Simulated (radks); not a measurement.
Results of a calculation; reference values are marked as such.
Task: These are the eigenvalues of the occupied orbitals of an atom or ion with whole-number occupations (eV). Code: a radial shooting solver on a logarithmic mesh with Libxc functionals. Model: scalar-relativistic Kohn-Sham, revPBE, spin-polarised, spherical densities, finite nucleus; Fermi nuclear charge, rms radius of each element as measured or else 0.836 A^(1/3) + 0.57 fm.

1s up: -11799.15
1s down: -11798.27
2s up: -1560.956
2s down: -1560.390
2p up: -1378.324
2p down: -1377.440
3s up: -261.3383
3s down: -259.2920
3p up: -204.3725
3p down: -202.3232
3d up: -110.2290
3d down: -108.3375
4s up: -65.9343
5s up: -29.3853

Which element is it, and in what charge state? The configuration may be excited. Open shells, if any, are filled with parallel spins first.

Result: Z = 33, arsenic, charge +4: As4+ in [Ne] 3s2 3p5 3d10 4s1 5s1. The list shows which subshells hold electrons but not how many an open one holds; the 1s level, -433.61 hartree, gives Z - s = 29.4 by -(Z - s)^2/2, which with screening and relativity narrows Z to a few neighbours, and the depths of the outer levels then fix element, charge and occupations together.
